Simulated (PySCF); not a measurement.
**BeP: from constants to spectrum**

UHF-CCSD(T) constants of BeP, ⁴Σ⁻ (quartet), unpaired electrons σ ↑, π ↑↑ (basis Be pcseg-1, P pcseg-1; no relativity; PySCF 2.14; masses 9.0122 and 30.9738 u):

```
ωe           : 554.6 cm⁻¹
ωexe         : 8.35 cm⁻¹
Be           : 0.54074 cm⁻¹
αe           : 0.00809 cm⁻¹
De to Be + P : 0.496 eV
```

**Question.** What force constant and bond length do these constants imply?

**Answer.** Reduced mass μred = 6.9810 u; k = 5.8918×10⁻⁷·μred·ωe² (u, cm⁻¹, mdyn/Å) = 1.27 mdyn/Å; Re = √(16.8576/(μred·Be)) (u, cm⁻¹, Å) = 2.113 Å.

**Question.** Estimate the centrifugal constant D from the Kratzer relation and find the Dunham coefficient a1.

**Answer.** D = 4Be³/ωe² = 2.06e-06 cm⁻¹; a1 = −1 − αeωe/(6Be²) = -3.56.

Correlated steps freeze 5 core orbitals. Correlated levels converge slowly with the basis: in double zeta they bind strong bonds too weakly, by up to about 1 eV, and carry superposition errors of some tenths. The state was picked by a PBE0 search and need not be the measured ground state.
